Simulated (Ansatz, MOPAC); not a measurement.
Molecule: C$_{4}$H (charge 0, doublet). SMILES: [C]#CC#C

Atoms: C1, C2, C3, C4, H5. Bonds: C1-C2, C2-C3, C3-C4, C4-H5.

Bond lengths (Å) and angles (degrees) optimised at AM1 with MOPAC; PBE/6-31G* with Ansatz (a quantum-chemistry and plane-wave program); B3LYP/LANL2DZ with Ansatz; B3LYP/6-31G* with Ansatz, each started from the B3LYP-D3(BJ)/def2-TZVP structure (Ansatz) of the last column. A row stands for all coordinates that are equal there. 6-31G* holds six Cartesian d functions. No wavenumbers were computed at AM1, PBE/6-31G*, B3LYP/LANL2DZ, B3LYP/6-31G*, so these may be saddle points.

```tsv
coordinate	AM1	PBE/6-31G*	B3LYP/LANL2DZ	B3LYP/6-31G*	B3LYP-D3(BJ)/def2-TZVP
C1-C2	1.289	1.287	1.307	1.289	1.278
C2-C3	1.321	1.345	1.349	1.336	1.330
C3-C4	1.224	1.240	1.244	1.230	1.222
C4-H5	1.061	1.075	1.069	1.068	1.064
C1-C2-C3	174.9	162.1	169.5	172.3	171.1
C2-C3-C4	179.7	178.4	179.1	179.8	179.3
C3-C4-H5	179.7	180.0	179.5	179.8	179.9
```

Mean signed difference of all 4 bond lengths from B3LYP-D3(BJ)/def2-TZVP: AM1 0.000 Å, PBE/6-31G* 0.013 Å, B3LYP/LANL2DZ 0.019 Å, B3LYP/6-31G* 0.007 Å.
